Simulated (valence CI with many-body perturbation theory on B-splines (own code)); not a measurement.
Br4+: electric-dipole lines

Level of theory: configuration interaction combined with many-body perturbation theory (CI+MBPT): three valence electrons over a frozen Dirac-Fock core [Ar] 3d10, a basis of 11 s, 11 p, 9 d, 7 f, 5 g, 2 h, 1 i functions for each j, with the one-electron correlation potential Σ1 (screened to all orders), the two-electron term Σ2, the three-electron term Σ3, Breit, model QED; selected single and double excitations, second order for the rest, scaled by the run's own slope (own B-spline code, finite nucleus).

Set against measurement, 8 paired levels are off by 79 cm⁻¹ on average, the worst by 220. These come from a selection out of Moore, Atomic Energy Levels, vol. II, NSRDS-NBS 35 (1971 reprint of NBS Circular 467, 1952), an old analysis. Levels without a partner in it may be off by more.

Lines 1 to 50 of 267 in falling wavelength, among levels below 374480 cm⁻¹, chosen from the strongest by gf and those to the six lowest levels. Wavelengths and rates use the calculated energies, so an error of 80 cm⁻¹ moves a line at 538.6 nm by 0.43 % and its rate by three times that or more. Electric multipoles are in the length gauge, E1 and E2 with the static RPA response of the core. Weak lines are less certain than strong ones. Lines between different terms over intervals too small for the method are left out, as are lines whose strength nearly cancels. Where a level lies close to another of its J and parity, the split of strength between their lines is uncertain. The highest levels of a list are the least certain.

Names give the largest LS component (configuration and term), which can be under half, so a name can repeat, a term be missing and a line seem to break the LS rules; names also repeat where a configuration has a term twice. Letters in brackets count levels of one name in rising energy.

| λ vac (nm) | Upper | Lower | A (s⁻¹) | log gf | Branch % |
| --- | --- | --- | --- | --- | --- |
| 538.6 | 4s²6p ²P°_1/2 | 4s²6s ²S_1/2 | 1.08e+08 | -0.03 | 2.4 |
| 525.3 | 4s4p4d ²F°_7/2 [b] | 4s²5d ²D_5/2 | 2.12e+07 | -0.15 | 0.1 |
| 509.4 | 4s²6p ²P°_3/2 | 4s²6s ²S_1/2 | 1.25e+08 | 0.29 | 3.1 |
| 501.2 | 4s4p4d ²F°_5/2 [b] | 4s²5d ²D_3/2 | 2.25e+07 | -0.29 | 0.1 |
| 483.6 | 4s²5d ²D_3/2 | 4s4p4d ²D°_5/2 [a] | 1.62e+07 | -0.64 | 0.6 |
| 462.1 | 4s²5d ²D_5/2 | 4s²4f ²F°_7/2 | 5.69e+07 | 0.04 | 2.2 |
| 460.5 | 4s²5d ²D_3/2 | 4s²4f ²F°_5/2 | 4.19e+07 | -0.27 | 1.5 |
| 350.4 | 4s4p5p ²P_3/2 | 4s4p5s ²P°_3/2 [a] | 2.41e+07 | -0.75 | 1.0 |
| 334.3 | 4s²6p ²P°_1/2 | 4s²5d ²D_3/2 | 3.41e+08 | 0.06 | 7.7 |
| 325.3 | 4s²6p ²P°_3/2 | 4s²5d ²D_5/2 | 3.22e+08 | 0.31 | 8.0 |
| 322.8 | 4s²6p ²P°_3/2 | 4s²5d ²D_3/2 | 3.63e+07 | -0.64 | 0.9 |
| 292.3 | 4s²5g ²G_7/2 | 4s4p4d ²F°_5/2 [b] | 1.63e+08 | 0.22 | 6.2 |
| 289.1 | 4s4p5p ²D_5/2 | 4s4p4d ²F°_7/2 [b] | 3.41e+07 | -0.59 | 1.5 |
| 286.6 | 4s²5g ²G_9/2 | 4s4p4d ²F°_7/2 [b] | 1.80e+08 | 0.35 | 6.9 |
| 278.0 | 4s4p5p ²D_3/2 | 4s4p5s ²P°_3/2 [a] | 4.47e+07 | -0.68 | 2.0 |
| 270.6 | 4s4p5p ⁴D_5/2 | 4s4p5s ⁴P°_5/2 | 2.94e+07 | -0.71 | 1.4 |
| 268.2 | 4s4p5p ⁴S_3/2 | 4s4p5s ²P°_3/2 [a] | 6.12e+07 | -0.58 | 3.0 |
| 260.1 | 4s4p5p ²P_1/2 | 4s4p4d ²P°_1/2 [a] | 1.46e+08 | -0.53 | 5.9 |
| 259.6 | 4s4p5p ⁴D_3/2 | 4s4p5s ⁴P°_3/2 | 1.84e+08 | -0.13 | 8.3 |
| 259.1 | 4s4p5p ⁴D_1/2 | 4s4p5s ⁴P°_1/2 | 2.62e+08 | -0.28 | 11.8 |
| 257.9 | 4s4p5p ²D_3/2 | 4s4p5s ²P°_1/2 [a] | 1.35e+08 | -0.27 | 6.1 |
| 256.0 | 4s4p5p ²P_3/2 | 4s4p4d ²P°_3/2 [a] | 4.51e+07 | -0.75 | 1.9 |
| 252.7 | 4s4p5p ²D_5/2 | 4s4p5s ²P°_3/2 [a] | 3.31e+08 | 0.28 | 15.0 |
| 249.3 | 4s4p5p ⁴P_3/2 | 4s4p5s ⁴P°_5/2 | 8.01e+07 | -0.52 | 4.1 |
| 247.7 | 4s4p5p ⁴D_3/2 | 4s4p5s ⁴P°_1/2 | 1.34e+08 | -0.31 | 6.1 |
| 247.4 | 4s²5p ²P°_1/2 | 4s²5s ²S_1/2 | 3.67e+08 | -0.17 | 23.6 |
| 244.8 | 4s4p5p ⁴D_7/2 | 4s4p5s ⁴P°_5/2 | 4.06e+08 | 0.47 | 19.4 |
| 242.0 | 4s4p5p ⁴D_5/2 | 4s4p5s ⁴P°_3/2 | 3.50e+08 | 0.27 | 17.0 |
| 237.0 | 4s²5p ²P°_3/2 | 4s²5s ²S_1/2 | 4.14e+08 | 0.14 | 25.4 |
| 235.9 | 4s4p5p ⁴P_5/2 | 4s4p5s ⁴P°_5/2 | 3.78e+08 | 0.28 | 21.1 |
| 235.6 | 4s4p5p ⁴P_3/2 | 4s4p4d ²P°_3/2 [a] | 7.70e+07 | -0.59 | 4.0 |
| 234.9 | 4s4p5p ⁴P_1/2 | 4s4p5s ⁴P°_3/2 | 3.31e+08 | -0.26 | 18.7 |
| 232.8 | 4s4p5p ²P_3/2 | 4s4p5s ⁴P°_1/2 | 2.20e+08 | -0.15 | 9.2 |
| 226.5 | 4s4p5p ²D_3/2 | 4s4p5s ⁴P°_5/2 | 1.27e+08 | -0.41 | 5.7 |
| 224.8 | 4s4p5p ⁴P_3/2 | 4s4p5s ⁴P°_3/2 | 1.25e+08 | -0.42 | 6.4 |
| 219.9 | 4s4p5p ⁴S_3/2 | 4s4p5s ⁴P°_5/2 | 3.22e+08 | -0.03 | 15.6 |
| 217.8 | 4s4p5p ²D_3/2 | 4s4p4d ²P°_1/2 [a] | 9.25e+07 | -0.58 | 4.2 |
| 215.8 | 4s4p5p ⁴P_3/2 | 4s4p5s ⁴P°_1/2 | 8.80e+07 | -0.61 | 4.5 |
| 213.9 | 4s4p5p ⁴P_5/2 | 4s4p5s ⁴P°_3/2 | 5.49e+07 | -0.65 | 3.1 |
| 209.2 | 4s4p5p ⁴S_3/2 | 4s4p4d ²P°_3/2 [a] | 7.06e+07 | -0.73 | 3.4 |
| 199.6 | 4s4p5p ²D_5/2 | 4s4p4d ²P°_3/2 [a] | 6.29e+07 | -0.65 | 2.9 |
| 188.9 | 4s²5f ²F°_7/2 | 4s²5d ²D_5/2 | 1.43e+09 | 0.79 | 22.7 |
| 188.6 | 4s²5f ²F°_5/2 | 4s²5d ²D_5/2 | 9.57e+07 | -0.51 | 1.5 |
| 187.8 | 4s²5f ²F°_5/2 | 4s²5d ²D_3/2 | 1.34e+09 | 0.63 | 20.5 |
| 166.7 | 4s²5d ²D_3/2 | 4s²5p ²P°_3/2 | 2.79e+08 | -0.33 | 9.9 |
| 166.0 | 4s²5d ²D_5/2 | 4s²5p ²P°_3/2 | 1.68e+09 | 0.62 | 64.0 |
| 161.9 | 4s²5d ²D_3/2 | 4s²5p ²P°_1/2 | 1.48e+09 | 0.37 | 52.3 |
| 157.4 | 4s4p5p ²P_3/2 | 4s4p4d ²D°_5/2 [a] | 1.21e+08 | -0.75 | 5.1 |
| 156.7 | 4s4p5p ²D_5/2 | 4s4p4d ²F°_7/2 [a] | 5.42e+08 | 0.08 | 24.6 |
| 156.3 | 4s4p5p ²P_1/2 | 4s4p4d ²D°_3/2 [a] | 2.95e+08 | -0.67 | 11.9 |

Q: How does gf follow from A for the line at 334.3 nm?

A: gf = 1.4992 × (2J+1)_upper × A / σ², with σ = 29917 cm⁻¹ and 2J+1 = 2: gf = 1.14.
